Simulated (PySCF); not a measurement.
OTa (SMILES [O]=[Ta]), doublet, at a GFN2-xTB geometry (such geometries of metal compounds can be far from the true shape) (core potentials on Ta); PySCF with R2SCAN/def2-SVP.

Input for PySCF:
```python
from pyscf import gto, scf, dft

mol = gto.Mole()
mol.atom = '''
    Ta   -0.000000   -0.000000   -0.169902
    O     0.000000    0.000000    1.550353
'''
mol.basis = 'def2-svp'
mol.ecp = {'Ta': 'def2-svp'}
mol.charge = 0
mol.spin = 1
mol.verbose = 4
mol.build()

mf = dft.UKS(mol)
mf.xc = 'r2scan'
mf.kernel()
mf.analyze()
```

Output, abridged:

```
PySCF version 2.14.0

[INPUT] verbose = 4
[INPUT] num. atoms = 2
[INPUT] num. electrons = 21
[INPUT] charge = 0
[INPUT] spin (= nelec alpha-beta = 2S) = 1
[INPUT] symmetry False subgroup None
[INPUT] Mole.unit = angstrom
[INPUT] Symbol           X                Y                Z      unit          X                Y                Z       unit  Magmom
[INPUT]  1 Ta     0.000000000000   0.000000000000  -0.169902000000 AA    0.000000000000   0.000000000000  -0.321068248016 Bohr   0.0
[INPUT]  2 O      0.000000000000   0.000000000000   1.550353000000 AA    0.000000000000   0.000000000000   2.929742566398 Bohr   0.0

nuclear repulsion = 31.9920185877559
number of shells = 18
number of NR pGTOs = 81
number of NR cGTOs = 46
basis = def2-svp
ecp = {'Ta': 'def2-svp'}

******** <class 'pyscf.dft.uks.UKS'> ********
method = UKS
initial guess = minao
damping factor = 0
level_shift factor = 0
DIIS = <class 'pyscf.scf.diis.CDIIS'>
diis_start_cycle = 1
diis_space = 8
diis_damp = 0
SCF conv_tol = 1e-09
SCF conv_tol_grad = None
SCF max_cycles = 50
direct_scf = True
direct_scf_tol = 1e-13
number electrons alpha = 11  beta = 10
XC library pyscf.dft.libxc version 7.1.2
    S. Lehtola, C. Steigemann, M. J. T. Oliveira, and M. A. L. Marques,  SoftwareX 7, 1–5 (2018)
XC functionals = r2scan
    J. W. Furness, A. D. Kaplan, J. Ning, J. P. Perdew, and J. Sun,  J. Phys. Chem. Lett. 11, 8208–8215 (2020)
    J. W. Furness, A. D. Kaplan, J. Ning, J. P. Perdew, and J. Sun,  J. Phys. Chem. Lett. 11, 9248–9248 (2020)
    J. W. Furness, A. D. Kaplan, J. Ning, J. P. Perdew, and J. Sun,  J. Phys. Chem. Lett. 11, 8208–8215 (2020)
    J. W. Furness, A. D. Kaplan, J. Ning, J. P. Perdew, and J. Sun,  J. Phys. Chem. Lett. 11, 9248–9248 (2020)
radial grids:
    Treutler-Ahlrichs [JCP 102, 346 (1995); DOI:10.1063/1.469408] (M4) radial grids

becke partition: Becke, JCP 88, 2547 (1988); DOI:10.1063/1.454033
pruning grids: <function nwchem_prune>
grids dens level: 3
symmetrized grids: False
atomic radii adjust function: <function treutler_atomic_radii_adjust>
small_rho_cutoff = 0
Set gradient conv threshold to 3.16228e-05
tot grids = 38096
init E= -119.384283787394

cycle= 1 E= -131.716862068497  delta_E= -12.3  |g|= 0.629  |ddm|= 5.76
cycle= 2 E= -131.359873038092  delta_E= 0.357  |g|= 1.02  |ddm|= 2.78
cycle= 3 E= -132.09018597832  delta_E= -0.73  |g|= 0.171  |ddm|=  2.2
cycle= 4 E= -132.022177032824  delta_E= 0.068  |g|= 0.456  |ddm|= 0.471
cycle= 5 E= -132.105555531475  delta_E= -0.0834  |g|= 0.0421  |ddm|= 0.303
cycle= 6 E= -132.106862665116  delta_E= -0.00131  |g|= 0.0163  |ddm|= 0.0941
cycle= 7 E= -132.107928196607  delta_E= -0.00107  |g|= 0.0101  |ddm|= 0.12
cycle= 8 E= -132.108475265249  delta_E= -0.000547  |g|= 0.0113  |ddm|= 0.054
cycle= 9 E= -132.106365902452  delta_E= 0.00211  |g|= 0.00988  |ddm|= 0.385
cycle= 10 E= -132.106438393723  delta_E= -7.25e-05  |g|= 0.00383  |ddm|= 0.0231
cycle= 11 E= -132.106430769003  delta_E= 7.62e-06  |g|= 0.00262  |ddm|= 0.0618
cycle= 12 E= -132.10642935699  delta_E= 1.41e-06  |g|= 0.000543  |ddm|= 0.0154
cycle= 13 E= -132.10642833001  delta_E= 1.03e-06  |g|= 5.89e-05  |ddm|= 0.00826
cycle= 14 E= -132.106428329049  delta_E= 9.6e-10  |g|= 1.35e-05  |ddm|= 0.000553
Extra cycle  E= -132.106428329387  delta_E= -3.37e-10  |g|= 9.7e-06  |ddm|= 8.17e-05
converged SCF energy = -132.106428329387  <S^2> = 0.78292751  2S+1 = 2.0326608
**** SCF Summaries ****
Total Energy =                        -132.106428329386546
Nuclear Repulsion Energy =              31.992018587755883
One-electron Energy =                 -261.807387900245885
Two-electron Energy =                   97.708940983103432
Two-electron Coulomb Energy =          112.834241706254147
DFT Exchange-Correlation Energy =      -15.125300723150714
**** MO energy ****
                             alpha | beta                alpha | beta
MO #1   energy= -18.9828126702734  | -18.9860393129819  occ= 1 | 1
MO #2   energy= -2.73346262986542  | -2.71095999367362  occ= 1 | 1
MO #3   energy= -1.50697617304107  | -1.49356962082985  occ= 1 | 1
MO #4   energy= -1.49003201674038  | -1.45319056466494  occ= 1 | 1
MO #5   energy= -1.49003061903617  | -1.45318996722751  occ= 1 | 1
MO #6   energy= -0.854490257320233 | -0.860011525788376 occ= 1 | 1
MO #7   energy= -0.344005648995976 | -0.343949937661434 occ= 1 | 1
MO #8   energy= -0.33446906319068  | -0.3357721508346   occ= 1 | 1
MO #9   energy= -0.334468929433391 | -0.335771788219802 occ= 1 | 1
MO #10  energy= -0.212917285452389 | -0.188004559183529 occ= 1 | 1
MO #11  energy= -0.202097871045603 | -0.140841526771226 occ= 1 | 0
MO #12  energy= -0.146235853537256 | -0.109318408315035 occ= 0 | 0
MO #13  energy= -0.102567202245021 | -0.0906059367623988 occ= 0 | 0
MO #14  energy= -0.102565949771807 | -0.0906051413144545 occ= 0 | 0
MO #15  energy= -0.059560735399522 | -0.0625628361176389 occ= 0 | 0
MO #16  energy= -0.00722234397304752 | 0.00188813115546585 occ= 0 | 0
MO #17  energy= -0.00722120017091636 | 0.001890003776439  occ= 0 | 0
MO #18  energy= 0.0805623450380928 | 0.0934891559598157 occ= 0 | 0
MO #19  energy= 0.132909087153397  | 0.140467321602941  occ= 0 | 0

spin_pop of  0 Ta 5s        0.00029
spin_pop of  0 Ta 6s       -0.04565
spin_pop of  0 Ta 7s        0.00516
spin_pop of  0 Ta 8s        0.00011
spin_pop of  0 Ta 9s       -0.00015
spin_pop of  0 Ta 10s        0.00078
spin_pop of  0 Ta 5px       0.00594
spin_pop of  0 Ta 5py       0.00594
spin_pop of  0 Ta 5pz      -0.00217
spin_pop of  0 Ta 6px      -0.00458
spin_pop of  0 Ta 6py      -0.00436
spin_pop of  0 Ta 6pz      -0.00676
spin_pop of  0 Ta 7px      -0.00187
spin_pop of  0 Ta 7py      -0.00180
spin_pop of  0 Ta 7pz      -0.00169
spin_pop of  0 Ta 5dxy      0.05598
spin_pop of  0 Ta 5dyz      0.03111
spin_pop of  0 Ta 5dz^2     0.70036
spin_pop of  0 Ta 5dxz      0.00000
spin_pop of  0 Ta 5dx2-y2    0.03095
spin_pop of  0 Ta 6dxy      0.01012
spin_pop of  0 Ta 6dyz      0.00662
spin_pop of  0 Ta 6dz^2     0.29885
spin_pop of  0 Ta 6dxz      0.00000
spin_pop of  0 Ta 6dx2-y2    0.00756
spin_pop of  0 Ta 5f-3      0.00000
spin_pop of  0 Ta 5f-2     -0.00008
spin_pop of  0 Ta 5f-1     -0.00004
spin_pop of  0 Ta 5f+0     -0.00004
spin_pop of  0 Ta 5f+1      0.00011
spin_pop of  0 Ta 5f+2      0.00005
spin_pop of  0 Ta 5f+3      0.00005
spin_pop of  1 O 1s       -0.00000
spin_pop of  1 O 2s       -0.00320
spin_pop of  1 O 3s       -0.00437
spin_pop of  1 O 2px      -0.03919
spin_pop of  1 O 2py      -0.03915
spin_pop of  1 O 2pz      -0.00791
spin_pop of  1 O 3px       0.00187
spin_pop of  1 O 3py       0.00084
spin_pop of  1 O 3pz      -0.00039
spin_pop of  1 O 3dxy      0.00000
spin_pop of  1 O 3dyz      0.00004
spin_pop of  1 O 3dz^2    -0.00009
spin_pop of  1 O 3dxz      0.00009
spin_pop of  1 O 3dx2-y2    0.00067
In total            11.00000 | 10.00000
Dipole moment(X, Y, Z, Debye): -0.00000, -0.00000, -2.72001
```
